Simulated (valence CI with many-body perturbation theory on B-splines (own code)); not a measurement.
Results of a calculation; reference values are marked as such.
Ladder of approximations for Dy XLIV

Level of theory: valence CI with perturbative core correlation (CI+MBPT): five valence electrons over a frozen Dirac-Fock core [Ar], radial functions for each j: 7 s, 7 p, 8 d, 6 f, 4 g, 1 h, with the one-electron correlation potential Σ1, the two-electron term Σ2, the three-electron term Σ3, Breit, model QED; selected CI, second order for the rest (own B-spline code, finite nucleus).

No measured spectrum was set against this ion. As an estimate, large intervals hold to a few tenths of a per cent, small ones and those within an open d or f shell to about a per cent. Among the levels kept, up to 250 cm⁻¹ of a level comes from second order outside the variational space, and about a tenth of that is noise between levels of different J, which matters for small intervals. Only levels of the ground parity were solved; by the run's estimate the other parity begins above the list, which can be wrong where configurations are misplaced.

Each rung adds one term. CI alone is the Dirac-Coulomb CI over the frozen core; QED comes last and gives the full result, which names the levels. Energies are above (3d3/2^4 3d5/2) J=5/2 on the same rung, in cm⁻¹.

Levels are named by their leading jj configuration (3d3/2^4 stands for four electrons in 3d with j = 3/2), which in mixed levels can hold well under half, so a name can repeat and another be missing. Letters in brackets count levels of one name in rising energy.

| Level | CI alone | Σ1 | Σ2 | Σ3 | Breit | QED | Full |
| --- | --- | --- | --- | --- | --- | --- | --- |
| (3d3/2^3 3d5/2^2) J=5/2 [a] | 243896 | +1443 | +4489 | +1471 | -7269 | +870 | 244899 |
| (3d3/2^3 3d5/2^2) J=7/2 [a] | 334901 | +1481 | +2567 | +877 | -10959 | +858 | 329725 |
| (3d3/2^3 3d5/2^2) J=3/2 [a] | 342866 | +1496 | +637 | +218 | -6177 | +864 | 339904 |
| (3d3/2^3 3d5/2^2) J=11/2 | 351902 | +1500 | +5735 | -333 | -18990 | +866 | 340681 |
| (3d3/2^3 3d5/2^2) J=9/2 | 383347 | +1559 | +2889 | +556 | -14529 | +891 | 374714 |
| (3d3/2^3 3d5/2^2) J=5/2 [b] | 403098 | +1628 | -237 | +1283 | -11046 | +926 | 395653 |
| (3d3/2^3 3d5/2^2) J=1/2 | 417922 | +1700 | -1210 | +866 | -8031 | +969 | 412216 |
| (3d3/2^3 3d5/2^2) J=7/2 [b] | 441485 | +1579 | -655 | -391 | -11275 | +880 | 431622 |
| (3d3/2^3 3d5/2^2) J=3/2 [b] | 536100 | +1850 | -2233 | +1052 | -7339 | +1024 | 530455 |
| (3d3/2^2 3d5/2^3) J=5/2 [a] | 573172 | +2868 | +5470 | +1443 | -14254 | +1698 | 570397 |
| (3d3/2^2 3d5/2^3) J=7/2 [a] | 633224 | +3006 | +4807 | +1305 | -18966 | +1764 | 625140 |
| (3d3/2^2 3d5/2^3) J=11/2 | 643096 | +3017 | +9024 | +225 | -26299 | +1764 | 630827 |
| (3d3/2^2 3d5/2^3) J=9/2 [a] | 656914 | +3001 | +5668 | +868 | -23093 | +1751 | 645109 |
| (3d3/2^2 3d5/2^3) J=13/2 | 685893 | +3057 | +10124 | -535 | -33179 | +1776 | 667135 |
| (3d3/2^2 3d5/2^3) J=1/2 [a] | 676299 | +3081 | +1810 | +1604 | -13937 | +1795 | 670653 |
| (3d3/2^2 3d5/2^3) J=3/2 [a] | 686253 | +3076 | +3100 | +682 | -14637 | +1789 | 680261 |
| (3d3/2^2 3d5/2^3) J=5/2 [b] | 701516 | +3059 | +2078 | +1152 | -18120 | +1768 | 691453 |
| (3d3/2^2 3d5/2^3) J=9/2 [b] | 740606 | +3089 | +5110 | -68 | -21952 | +1778 | 728562 |
| (3d3/2^2 3d5/2^3) J=7/2 [b] | 761839 | +3106 | +1181 | +838 | -23065 | +1776 | 745676 |

The middle columns are the shifts that each term adds.

**Question.** How does the ionisation energy move along the ladder, and which term matters most?

**Answer.** CI alone 3432.9, + Σ1 3435.2, + Σ2 3445.7, + Σ3 3445.9, + Breit 3444.8, + QED 3444.8 eV. The largest step is Σ2, 10.5 eV. NIST lists 3445 ± 4 eV (theoretical).
